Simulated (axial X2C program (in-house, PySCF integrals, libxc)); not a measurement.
# Potential curves of RbGe, scalar-relativistic

Computed with an axial X2C code built on PySCF integrals. Spin-free means the one-electron spin-free X2C Hamiltonian. Basis: Rb dyall-cv3z [12s13p8d4f1g], Ge dyall-cv3z [9s9p7d4f1g] (cores contracted in-house); Gaussian nuclei, density fitting, unrestricted open shells. Masses: Rb 84.912 u, Ge 73.921 u.

State: M_S = 3/2, Λ = 0 (beyond evenly filled blocks: σα, π+α, π-α). Energies in kJ/mol from the fragments at the same level (Rb + Ge). Fits are polynomials in 1 − R0/R over 0.85 to 1.23 times the lowest point R0.

| R (Å) | HF | PBE0 | CCSD |
| --- | --- | --- | --- |
| 2.7718 | -56.28 | -120.51 |  |
| 2.8993 | -80.25 | -136.60 | -119.84 |
| 2.9948 | -91.92 | -143.50 | -128.76 |
| 3.0904 | -99.45 | -147.08 | -133.89 |
| 3.1860 | -103.71 | -148.10 | -136.07 |
| 3.2975 | -105.50 | -146.83 | -135.74 |
| 3.4090 | -104.70 | -143.63 | -133.12 |
| 3.5524 | -100.92 | -137.59 | -127.38 |
| 3.7276 | -93.53 | -128.40 |  |
| 3.9825 | -79.75 | -113.53 |  |

Correlated methods: 13 electrons correlated (number of frozen shells: Rb 3 s, 2 p, 1 d; Ge 3 s, 2 p, 1 d), 299 virtual spin orbitals or spinors in MP2, 90 natural virtuals in coupled cluster.

Occupations by symmetry block were frozen at the best pattern of an incomplete PBE0 search. De is counted from the lowest determinant-based energies of the atoms at the same level, without counterpoise correction. CCSD ran in a truncated set of natural virtual spinors with an MP2 remainder; without triples it tends to underbind. Other states lie close and PBE0, whose exact exchange favours high spin, may order them wrongly; the determinant shown need not be the ground state. The nearest other spin-free determinant of the search, M_S = 1/2, Λ = 0, lies 0.50 eV up at the distance of the search. With the outer-core shells frozen, correlated bond lengths of heavy atoms tend to come out a few hundredths of an ångström too long. Spin-free De lacks the spin–orbit lowering of the heavy p-block atom, a tenth of an eV or more for 4p and 5p, up to an eV for 6p and one to two eV for 7p atoms, less what an open-shell molecule gains itself. Coupled cluster ran on the points near the minimum only. MP2 and coupled cluster on one determinant become unreliable at the stretched end.

Problem. What are Re, ωe and De at the HF level?

Solution. At HF, spin-free: Re = 3.314 Å, ωe ≈ 119 cm⁻¹, De = 1.09 eV to Rb + Ge; Be follows as 0.0389 cm⁻¹.

Problem. Fit the PBE0 curve near its minimum: give the equilibrium distance, the harmonic wavenumber and the well depth.

Solution. At PBE0, spin-free: Re = 3.183 Å, ωe ≈ 124 cm⁻¹, De = 1.53 eV to Rb + Ge; Be follows as 0.0421 cm⁻¹.

Problem. What are Re, ωe and De at the CCSD level?

Solution. At CCSD, spin-free: Re = 3.227 Å, ωe ≈ 126 cm⁻¹, De = 1.41 eV to Rb + Ge; Be follows as 0.041 cm⁻¹.
